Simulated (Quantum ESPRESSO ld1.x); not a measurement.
Q: Radial electron density D(r) = 4 pi r^2 rho(r) of an atom or ion with 24 electrons. All-electron calculation, scalar-relativistic Kohn-Sham, exchange-only LDA, spin-polarised, spherical densities, point nucleus. Program: ld1.x of Quantum ESPRESSO 7.5.

| r (bohr) | D(r) (e/bohr) | spin D(r) |
|---|---|---|
| 0.01285 | 10.87 | -0.00121 |
| 0.01799 | 16.49 | -0.00184 |
| 0.02497 | 22.60 | -0.00257 |
| 0.03466 | 27.43 | -0.00334 |
| 0.04851 | 28.50 | -0.00427 |
| 0.06734 | 25.28 | -0.00584 |
| 0.09348 | 22.02 | -0.00699 |
| 0.1308 | 24.62 | 0.00632 |
| 0.1816 | 30.58 | 0.0869 |
| 0.2521 | 28.72 | 0.351 |
| 0.3527 | 16.99 | 0.954 |
| 0.4897 | 10.41 | 1.86 |
| 0.6797 | 12.73 | 2.68 |
| 0.9512 | 12.01 | 2.80 |
| 1.32 | 6.481 | 2.18 |
| 1.833 | 2.430 | 1.32 |
| 2.565 | 0.8499 | 0.605 |
| 3.561 | 0.3061 | 0.186 |
| 4.943 | 0.1035 | 0.00773 |
| 6.917 | 0.05108 | -0.0384 |
| 9.602 | 0.04136 | -0.0407 |
| 13.33 | 0.02858 | -0.0286 |
| 18.65 | 0.01068 | -0.0107 |
| 25.89 | 0.001631 | -0.00163 |

What is the nuclear charge?

A: Z = 24. The innermost maximum, from 1s, lies near gamma/Z bohr with gamma = sqrt(1 - (Z/c)^2) = 0.985, here 0.041 bohr (found: 0.0441), and its height grows with Z. The density is that of neutral chromium in [Ar] 3d6; the configuration itself is not fixed sharply by these data, and Z only to about a unit. D(r) has 3 maxima, at r = 0.0441, 0.205, 0.779 bohr, and minima at 0.0981, 0.502 bohr, inside which lie 2.12, 10.59 electrons.
